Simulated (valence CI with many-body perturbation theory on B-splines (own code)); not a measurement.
**Cd XXVII: calculated level list**

Level of theory: valence CI with perturbative core correlation (CI+MBPT): four valence electrons over a frozen Dirac-Fock core [Ar], radial functions for each j: 7 s, 7 p, 8 d, 6 f, 4 g, 1 h, with the one-electron correlation potential Σ1, the two-electron term Σ2, the three-electron term Σ3, Breit, model QED; selected CI, second order for the rest, scaled by the run's own slope (own B-spline code, finite nucleus).

No measured spectrum was set against this ion. As an estimate, large intervals hold to a few tenths of a per cent, small ones and those within an open d or f shell to about a per cent. Only levels of the ground parity were solved; by the run's estimate the other parity begins above the list, which can be wrong where configurations are misplaced.

Levels 1 to 34 of 34, with energies above the lowest level, 3d4 5D_0 [a]. "Leading %" is the weight of the configuration and term that name the level; weights of strongly mixed levels are sums over their largest components and can fall short. In the jj column 3d3/2^4 stands for four electrons in 3d with j = 3/2.

| No. | Configuration | Term | J | E (eV) | Leading % | Second component | Leading jj | g |
| --- | --- | --- | --- | --- | --- | --- | --- | --- |
| 1 | 3d4 | 5D | 0 | 0.000 | 56 | 39 % 3d4 3P | 3d3/2^4 (83 %) |  |
| 2 | 3d4 | 5D | 1 | 4.119 | 81 | 19 % 3d4 3P | 3d3/2^3 3d5/2 (88 %) | 1.496 |
| 3 | 3d4 | 5D | 2 | 7.239 | 89 | 5 % 3d4 3P | 3d3/2^2 3d5/2^2 (54 %) | 1.458 |
| 4 | 3d4 | 5D | 3 | 9.397 | 81 | 10 % 3d4 3F | 3d3/2^2 3d5/2^2 (48 %) | 1.427 |
| 5 | 3d4 | 5D | 4 | 10.308 | 54 | 28 % 3d4 3F | 3d3/2^3 3d5/2 (60 %) | 1.326 |
| 6 | 3d4 | 5D | 0 | 14.638 | 42 | 42 % 3d4 3P | 3d3/2^2 3d5/2^2 (78 %) |  |
| 7 | 3d4 | 3H | 4 | 15.705 | 52 | 25 % 3d4 5D | 3d3/2^2 3d5/2^2 (56 %) | 1.026 |
| 8 | 3d4 | 3G | 3 | 18.415 | 62 | 22 % 3d4 3F | 3d3/2^2 3d5/2^2 (52 %) | 0.917 |
| 9 | 3d4 | 3F | 2 | 18.916 | 63 | 18 % 3d4 1D | 3d3/2^2 3d5/2^2 (56 %) | 0.844 |
| 10 | 3d4 | 3H | 5 | 19.489 | 74 | 26 % 3d4 3G | 3d3/2^2 3d5/2^2 (99 %) | 1.072 |
| 11 | 3d4 | 3P | 1 | 19.844 | 72 | 14 % 3d4 3D | 3d3/2^2 3d5/2^2 (69 %) | 1.351 |
| 12 | 3d4 | 3H | 6 | 20.947 | 70 | 30 % 3d4 1I | 3d3/2^2 3d5/2^2 (91 %) | 1.113 |
| 13 | 3d4 | 3G | 4 | 22.924 | 66 | 21 % 3d4 1G | 3d3/2^2 3d5/2^2 (83 %) | 1.027 |
| 14 | 3d4 | 3D | 2 | 23.646 | 45 | 41 % 3d4 3P | 3d3/2^2 3d5/2^2 (80 %) | 1.234 |
| 15 | 3d4 | 3D | 3 | 24.628 | 44 | 41 % 3d4 3F | 3d3/2^2 3d5/2^2 (66 %) | 1.179 |
| 16 | 3d4 | 3F | 4 | 24.716 | 44 | 22 % 3d4 3H | 3d3/2 3d5/2^3 (55 %) | 1.144 |
| 17 | 3d4 | 3F | 3 | 27.126 | 39 | 29 % 3d4 3G | 3d3/2 3d5/2^3 (78 %) | 1.077 |
| 18 | 3d4 | 3P | 2 | 28.321 | 36 | 32 % 3d4 1D | 3d3/2 3d5/2^3 (50 %) | 1.136 |
| 19 | 3d4 | 3G | 5 | 28.805 | 74 | 26 % 3d4 3H | 3d3/2 3d5/2^3 (99 %) | 1.154 |
| 20 | 3d4 | 3D | 1 | 29.945 | 83 | 12 % 3d4 3P | 3d3/2 3d5/2^3 (78 %) | 0.664 |
| 21 | 3d4 | 1I | 6 | 30.050 | 70 | 30 % 3d4 3H | 3d3/2 3d5/2^3 (91 %) | 1.046 |
| 22 | 3d4 | 1S | 0 | 33.349 | 71 | 28 % 3d4 3P | 3d3/2 3d5/2^3 (80 %) |  |
| 23 | 3d4 | 3F | 4 | 33.453 | 45 | 40 % 3d4 1G | 3d3/2^2 3d5/2^2 (55 %) | 1.098 |
| 24 | 3d4 | 3P | 2 | 34.326 | 43 | 22 % 3d4 3F | 3d3/2^2 3d5/2^2 (57 %) | 1.183 |
| 25 | 3d4 | 1F | 3 | 35.762 | 58 | 23 % 3d4 3D | 3d3/2 3d5/2^3 (83 %) | 1.064 |
| 26 | 3d4 | 3P | 2 | 37.664 | 60 | 26 % 3d4 3F | 3d3/2^2 3d5/2^2 (57 %) | 1.218 |
| 27 | 3d4 | 3F | 4 | 40.517 | 58 | 31 % 3d4 1G | 3d5/2^4 (60 %) | 1.148 |
| 28 | 3d4 | 3F | 3 | 42.447 | 76 | 22 % 3d4 1F | 3d3/2 3d5/2^3 (97 %) | 1.065 |
| 29 | 3d4 | 3F | 2 | 42.486 | 50 | 32 % 3d4 1D | 3d5/2^4 (47 %) | 0.900 |
| 30 | 3d4 | 3P | 1 | 43.040 | 97 |  | 3d3/2 3d5/2^3 (93 %) | 1.475 |
| 31 | 3d4 | 1G | 4 | 45.076 | 73 | 22 % 3d4 3F | 3d3/2 3d5/2^3 (84 %) | 1.055 |
| 32 | 3d4 | 3P | 0 | 45.084 | 82 | 17 % 3d4 1S | 3d3/2^2 3d5/2^2 (51 %) |  |
| 33 | 3d4 | 1D | 2 | 54.456 | 90 | 4 % 3d4 3D | 3d3/2 3d5/2^3 (44 %) | 0.997 |
| 34 | 3d4 | 1S | 0 | 67.559 | 90 | 9 % 3d4 3P | 3d3/2^2 3d5/2^2 (43 %) |  |

Names give the largest LS component (configuration and term), which can be under half, so a name can repeat, a term be missing and a line seem to break the LS rules; names also repeat where a configuration has a term twice.

The ionisation energy to 3d3 4F_3/2 of the next ion comes out as 1400.9 eV (NIST: 1401 ± 4 eV (theoretical)). All 34 levels together are meant to be complete up to 70.262 eV.
